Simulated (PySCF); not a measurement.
Cartesian coordinates (Å):
SMILES: [SiH2]([SiH]=[SiH2])C
```xyz
12

C     -1.5543     0.6278    -0.6268
Si    -0.9971    -1.0713    -0.0713
Si     1.1851    -0.9372     0.7004
Si     2.2260     0.9268     0.6308
H     -0.9231     0.9946    -1.4387
H     -1.5016     1.3410     0.1982
H     -2.5862     0.5898    -0.9834
H     -1.8747    -1.5872     1.0166
H     -1.0679    -2.0474    -1.1947
H      1.9156    -2.1312     1.1922
H      3.6177     1.1354     1.0905
H      1.5606     2.1589     0.1498
```
Charge 0, spin multiplicity 1.

Q: Give the dipole moment, LUMO and total energy at the level PBE-D3(BJ)/def2-TZVP // PBE0-D3(BJ)/def2-TZVP in PySCF.

A: 
| Item | Result |
|---|---|
| dipole moment | 0.98 D |
| LUMO | -2.50 eV |
| total energy | -24786.42 eV |
